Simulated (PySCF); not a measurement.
C2H9Ge2NO.
Structure used (PBE0-D3(BJ)/def2-SVP), in Å, numbered top down from 1:
```xyz
15
C2H9Ge2NO angstrom
N      2.337   -0.139   -0.207
C      1.141   -0.572    0.276
O      1.065   -1.345    1.213
C     -0.083   -0.023   -0.411
Ge    -1.538   -1.345   -0.256
Ge    -0.612    1.699    0.416
H      3.180   -0.460    0.250
H      2.409    0.521   -0.966
H      0.109    0.185   -1.476
H     -2.684   -0.863   -1.173
H     -1.050   -2.722   -0.735
H     -2.057   -1.412    1.186
H      0.392    2.062    1.523
H     -2.025    1.594    1.015
H     -0.601    2.802   -0.661
```

Computed, not measured: TDDFT CAM-B3LYP/def2-SVPD, vertical, gas phase, core orbitals frozen in the response in PySCF. The CAM-B3LYP/def2-SVPD calculation is non-relativistic and has no spin–orbit coupling, an omission that weighs most on germanium.

Ground-to-excited transition dipoles (e·a0, same axes as the geometry; the sign carries no meaning), for the states with f of 0.002 or more among the lowest 7:

| state | E (eV) | μx | μy | μz |
| --- | --- | --- | --- | --- |
| S1 | 5.734 | 0.077 | -0.134 | -0.011 |
| S2 | 7.016 | 0.256 | -0.115 | 0.111 |
| S3 | 7.137 | -0.133 | 0.148 | 0.146 |
| S4 | 7.451 | 0.385 | 0.312 | -0.397 |
| S5 | 7.583 | -0.628 | 0.466 | 0.135 |
| S6 | 7.630 | -0.327 | -0.131 | -0.226 |
| S7 | 7.702 | -0.007 | -0.363 | 0.140 |

(1) Work out the oscillator strengths.

(2) What angle do the transition dipoles of S4 and S7 make?

(3) How is the summed strength of these states shared among x, y and z?

## Answers

(1) f = (2/3) ΔE |μ|² with ΔE in hartree (27.2114 eV).

```json
{"state": "S1", "|μ|² (au)": "0.024", "|μ| (D)": "0.39", "f": "0.003"}
{"state": "S2", "|μ|² (au)": "0.091", "|μ| (D)": "0.77", "f": "0.016"}
{"state": "S3", "|μ|² (au)": "0.061", "|μ| (D)": "0.63", "f": "0.011"}
{"state": "S4", "|μ|² (au)": "0.402", "|μ| (D)": "1.61", "f": "0.073"}
{"state": "S5", "|μ|² (au)": "0.629", "|μ| (D)": "2.02", "f": "0.117"}
{"state": "S6", "|μ|² (au)": "0.175", "|μ| (D)": "1.06", "f": "0.033"}
{"state": "S7", "|μ|² (au)": "0.152", "|μ| (D)": "0.99", "f": "0.029"}
```

(2) |cos θ| = |μa·μb| / (|μa| |μb|) = 0.69, so θ ≈ 46° (taken between 0 and 90°, since the signs are arbitrary).

(3) (2/3) Σ ΔE μα² gives 0.135 for x, 0.095 for y and 0.051 for z, 0.281 in all.

The vertical ionisation energy (ΔSCF) is 9.70 eV, 2.00 eV above S7.

One conformer stands for the species.
